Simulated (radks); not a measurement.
The numbers below are computed, except where a source is named.
Neutral lead inside a hard spherical wall (all orbitals vanish at R), configuration held at [Hg] 6p2 and not refilled when levels cross. Code: a radial shooting solver on a logarithmic mesh with Libxc functionals. Model: scalar-relativistic Kohn-Sham, r2SCAN, spin-polarised, spherical densities, finite nucleus; open shells are filled with parallel spins first (spin-orbit coupling, left out, can overturn this in heavy ions); meta-GGA in the generalised Kohn-Sham scheme; Fermi nuclear charge, rms radius 5.5012 fm. Eigenvalues in eV for spin up, with the zero of energy where the potential of the charges vanishes at infinity; a dash marks a level that is unbound or too diffuse for the functional's potential to be trusted. A positive occupied level is held by the wall or, in an anion where self-interaction has pushed it up, behind a barrier. The pressure on the wall is -dE/dV.

[
 {"R (bohr)": "free", "E (hartree)": "-20878.5346", "kinetic (hartree)": "23582.961", "e(5p)": "-87.904", "e(5d)": "-21.724", "e(6s)": "-12.935", "e(6p)": "-4.184", "e(7s, empty)": "-", "e(6d, empty)": "-", "pressure (GPa)": "0"},
 {"R (bohr)": "15", "E (hartree)": "-20878.5346", "kinetic (hartree)": "23582.961", "e(5p)": "-87.903", "e(5d)": "-21.724", "e(6s)": "-12.935", "e(6p)": "-4.184", "e(7s, empty)": "-0.069", "e(6d, empty)": "1.301", "pressure (GPa)": "< 0.0001"},
 {"R (bohr)": "12", "E (hartree)": "-20878.5345", "kinetic (hartree)": "23582.962", "e(5p)": "-87.896", "e(5d)": "-21.717", "e(6s)": "-12.929", "e(6p)": "-4.178", "e(7s, empty)": "0.202", "e(6d, empty)": "1.792", "pressure (GPa)": "0.00111"},
 {"R (bohr)": "10", "E (hartree)": "-20878.5340", "kinetic (hartree)": "23582.967", "e(5p)": "-87.854", "e(5d)": "-21.676", "e(6s)": "-12.896", "e(6p)": "-4.146", "e(7s, empty)": "0.731", "e(6d, empty)": "2.395", "pressure (GPa)": "0.0146"},
 {"R (bohr)": "7", "E (hartree)": "-20878.5195", "kinetic (hartree)": "23583.062", "e(5p)": "-87.279", "e(5d)": "-21.117", "e(6s)": "-12.478", "e(6p)": "-3.619", "e(7s, empty)": "4.122", "e(6d, empty)": "4.897", "pressure (GPa)": "0.802"},
 {"R (bohr)": "5", "E (hartree)": "-20878.3837", "kinetic (hartree)": "23583.760", "e(5p)": "-84.962", "e(5d)": "-18.928", "e(6s)": "-10.708", "e(6p)": "-0.849", "e(7s, empty)": "16.006", "e(6d, empty)": "11.948", "pressure (GPa)": "17.4"},
 {"R (bohr)": "4", "E (hartree)": "-20877.9786", "kinetic (hartree)": "23585.616", "e(5p)": "-81.252", "e(5d)": "-15.525", "e(6s)": "-7.128", "e(6p)": "4.766", "e(7s, empty)": "35.782", "e(6d, empty)": "23.142", "pressure (GPa)": "115"},
 {"R (bohr)": "3.5", "E (hartree)": "-20877.3784", "kinetic (hartree)": "23588.224", "e(5p)": "-77.451", "e(5d)": "-12.051", "e(6s)": "-2.662", "e(6p)": "11.404", "e(7s, empty)": "56.451", "e(6d, empty)": "34.811", "pressure (GPa)": "341"},
 {"R (bohr)": "3", "E (hartree)": "-20875.9240", "kinetic (hartree)": "23594.292", "e(5p)": "-70.665", "e(5d)": "-5.669", "e(6s)": "6.835", "e(6p)": "24.828", "e(7s, empty)": "93.989", "e(6d, empty)": "56.086", "pressure (GPa)": "1180"},
 {"R (bohr)": "2", "E (hartree)": "-20859.0227", "kinetic (hartree)": "23657.720", "e(5p)": "-29.937", "e(5d)": "38.923", "e(6s)": "91.759", "e(6p)": "132.66", "e(7s, empty)": "337.68", "e(6d, empty)": "195.71", "pressure (GPa)": "26900"}
]
